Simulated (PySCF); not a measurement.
Excitation energy of B⁺ by level of theory

B⁺ [He] 2s2 (1S) → B⁺ [He] 2p2 (3P), as a difference of total energies. All numbers are calculated (PySCF 2.14, the spin-free X2C one-electron Hamiltonian (Gaussian nucleus), in x2c-QZVPPall with one added diffuse shell each of s, p, d, f type (8s5p4d3f1g, 73 functions)). Correlated levels: valence: 1s2 frozen. The calculations carry no spin-orbit coupling.

| method | excitation energy (cm⁻¹) |
| --- | --- |
| UHF | 88387 |
| MP2 (valence) | 95076 |
| SCS-MP2 (valence) | 97774 |
| CCSD (valence) | 99627 |

Errors of the correlated levels include the incompleteness of this basis and the frozen core.

With two correlated electrons CCSD is exact in that space.

Q: Which method comes closest to the reference value, and which is furthest?

A: The reference is 98926 cm⁻¹ (measured; NIST levels, between the centres of gravity of the two terms). Closest: CCSD (valence) (error 700.94 cm⁻¹); furthest: UHF (error -10539 cm⁻¹).
